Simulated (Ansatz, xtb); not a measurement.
# B2FH5Si: 12 structures ranked

12 gas-phase structures of B2FH5Si, found in a search over its isomers (lower ones may exist). Each was relaxed with GFN2-xTB; where two conformers were screened, the lower at r2SCAN-D4/def2-SVP is listed:

A. `B[SiH2]BF`, a singlet
B. `B[Si+]([BH3-])F`, a singlet
C. `FB[BH2-][SiH2+]`, a singlet
D. `B[B@H-](F)[SiH2+]`, a singlet
E. `B[SiH](B)F`, a singlet
F. a singlet given by its coordinates
G. `BB[SiH2]F`, a singlet
H. `B[SiH+][BH2-]F`, a singlet
I. `BB(F)[SiH3]`, a singlet
J. `B[BH2-][SiH+]F`, a singlet
K. `[BH3-][SiH+]BF`, a singlet
L. `FBB[SiH3]`, a singlet

F (Å):

```xyz
9

B    -0.3964    1.7557    0.4234
B     0.2906    0.4362    0.7857
F    -0.8424    2.9496    0.2887
Si    1.2415    1.5964    2.2377
H    -0.3080   -0.4150    1.3506
H     1.1357    0.0014    0.0790
H     2.1357    2.6831    1.8021
H     0.4254    2.2038    3.3032
H     2.1121    0.6384    2.9259
```

Close contacts (Å): B1–B2 1.53, B1–F3 1.28, B1–Si4 2.45, B2–Si4 2.09, B2–H5 1.18, B2–H6 1.18, Si4–H7 1.47, Si4–H8 1.47, Si4–H9 1.47.

**Question.** Which do you expect lowest at r2SCAN-D4/def2-SVP, and how would the others follow?

**Answer.** Calculated order at r2SCAN-D4/def2-SVP: F (0.0), L (5.5), I (8.6), A (9.3), G (10.9), C (15.3), E (22.2), J (22.3), K (25.9), B (29.0), D (38.6), H (42.2) kcal/mol. Less than 1 kcal/mol parts I and A; E and J, so the order within those pairs means little.

Energies above the lowest of each column, in kcal/mol; the last columns are at B3LYP-D3(BJ)/6-311G** geometries and were run for some of them only (a dash: not run or not comparable):

```json
{"structure": "F", "GFN2-xTB": "18.7", "HF/STO-3G": "19.5", "r2SCAN-D4/def2-SVP": "0.0", "B3LYP-D3(BJ)/6-311G**": "0.0", "CCSD(T)/def2-TZVP": "0.0"}
{"structure": "L", "GFN2-xTB": "12.7", "HF/STO-3G": "1.8", "r2SCAN-D4/def2-SVP": "5.5", "B3LYP-D3(BJ)/6-311G**": "3.9", "CCSD(T)/def2-TZVP": "3.1"}
{"structure": "I", "GFN2-xTB": "14.6", "HF/STO-3G": "4.6", "r2SCAN-D4/def2-SVP": "8.6", "B3LYP-D3(BJ)/6-311G**": "6.6", "CCSD(T)/def2-TZVP": "–"}
{"structure": "A", "GFN2-xTB": "15.7", "HF/STO-3G": "0.0", "r2SCAN-D4/def2-SVP": "9.3", "B3LYP-D3(BJ)/6-311G**": "7.3", "CCSD(T)/def2-TZVP": "–"}
{"structure": "G", "GFN2-xTB": "0.0", "HF/STO-3G": "33.1", "r2SCAN-D4/def2-SVP": "10.9", "B3LYP-D3(BJ)/6-311G**": "5.1", "CCSD(T)/def2-TZVP": "2.2"}
{"structure": "C", "GFN2-xTB": "6.7", "HF/STO-3G": "33.6", "r2SCAN-D4/def2-SVP": "15.3", "B3LYP-D3(BJ)/6-311G**": "–", "CCSD(T)/def2-TZVP": "–"}
{"structure": "E", "GFN2-xTB": "8.4", "HF/STO-3G": "35.9", "r2SCAN-D4/def2-SVP": "22.2", "B3LYP-D3(BJ)/6-311G**": "–", "CCSD(T)/def2-TZVP": "–"}
{"structure": "J", "GFN2-xTB": "4.4", "HF/STO-3G": "57.9", "r2SCAN-D4/def2-SVP": "22.3", "B3LYP-D3(BJ)/6-311G**": "–", "CCSD(T)/def2-TZVP": "–"}
{"structure": "K", "GFN2-xTB": "11.2", "HF/STO-3G": "30.0", "r2SCAN-D4/def2-SVP": "25.9", "B3LYP-D3(BJ)/6-311G**": "–", "CCSD(T)/def2-TZVP": "–"}
{"structure": "B", "GFN2-xTB": "4.2", "HF/STO-3G": "51.5", "r2SCAN-D4/def2-SVP": "29.0", "B3LYP-D3(BJ)/6-311G**": "–", "CCSD(T)/def2-TZVP": "–"}
{"structure": "D", "GFN2-xTB": "24.7", "HF/STO-3G": "63.8", "r2SCAN-D4/def2-SVP": "38.6", "B3LYP-D3(BJ)/6-311G**": "–", "CCSD(T)/def2-TZVP": "–"}
{"structure": "H", "GFN2-xTB": "15.9", "HF/STO-3G": "55.0", "r2SCAN-D4/def2-SVP": "42.2", "B3LYP-D3(BJ)/6-311G**": "–", "CCSD(T)/def2-TZVP": "–"}
```

CCSD(T)/def2-TZVP puts F lowest of those it was run on; GFN2-xTB picks G, HF/STO-3G picks A. CCSD(T)/def2-TZVP orders those it was run on as F (0.0), G (2.2), L (3.1) kcal/mol. Less than 1 kcal/mol parts G and L, so the order within that pair means little. Flexible structures stand in one conformer each, not always the lowest. Frequencies (B3LYP-D3(BJ)/6-311G**) were run for F, G, L alone.

Over these structures GFN2-xTB departs from r2SCAN-D4/def2-SVP by 11.5 kcal/mol on average once a common shift is removed. A GFN2-xTB relaxation took about 0.11 s and the r2SCAN-D4/def2-SVP energy about 1.3 s on a shared host (Ansatz 0.2.0, xtb 6.7.1 (Pople sets with spherical d functions)).
